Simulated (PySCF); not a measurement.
Molecule: SMILES [Si](F)(N[SiH2]N)(F)F. Atoms near the plane z = 0.0 Å, at the CAM-B3LYP/def2-SVP optimised geometry (x, y, z in Å): Si1 (1.3, 0.9, 0.0), F4 (2.8, 0.4, 0.2), N5 (0.3, -0.4, 0.0), Si6 (-1.5, -0.4, 0.0), H8 (0.7, -1.3, 0.0), H10 (-1.8, 1.1, 0.0).

Level of theory: CAM-B3LYP/def2-TZVP run with PySCF. Cells within 0.4 Å of a nucleus heavier than hydrogen are left out (blank, or x). The values are rescaled to run from 0 to 1.

```
|0000000000000000000000000000000|
|0000000000000000000000000000000|
|0000000000000000000000000000000|
|0000000000000000000000000000000|
|0000000000000000000000000000000|
|0000000000000000000000000000000|
|0000000000000000000000000000000|
|0000000035510000000000000000000|
|0000001799980000000000000000000|
|0000017999995000001110000000000|
|0000049999998000010000012210000|
|0000049999999100001720355531000|
|000002899999910110xxx0788752000|
|0000004999997114614x628xx873100|
|00000015884223568820058xx873100|
|0000000120560586x88414788863000|
|0000000101xx359xxx7401577641000|
|0000000110xx1685x77400245420000|
|0000000121000566899710012100000|
|0000000012211135999930000000000|
|0000000001110004999850000000000|
|0000000000010001688850000000000|
|0000000000000000267510000000000|
|0000000000000000011000000000000|
|0000000000000000000000000000000|
|0000000000000000000000000000000|
|0000000000000000000000000000000|
|0000000000000000000000000000000|
|0000000000000000000000000000000|
|0000000000000000000000000000000|
|0000000000000000000000000000000|
```
Scale: ten equal steps from 0.000 (start of '0') to 1.00 (end of '9'), in the order '0123456789'; x runs from -5.00 to 5.00, y from -5.00 (bottom) to 5.00 (top).

Which quantity is mapped?
A) an orbital amplitude
B) Laplacian of the electron density
C) electron localisation function
D) electrostatic potential

C, electron localisation function
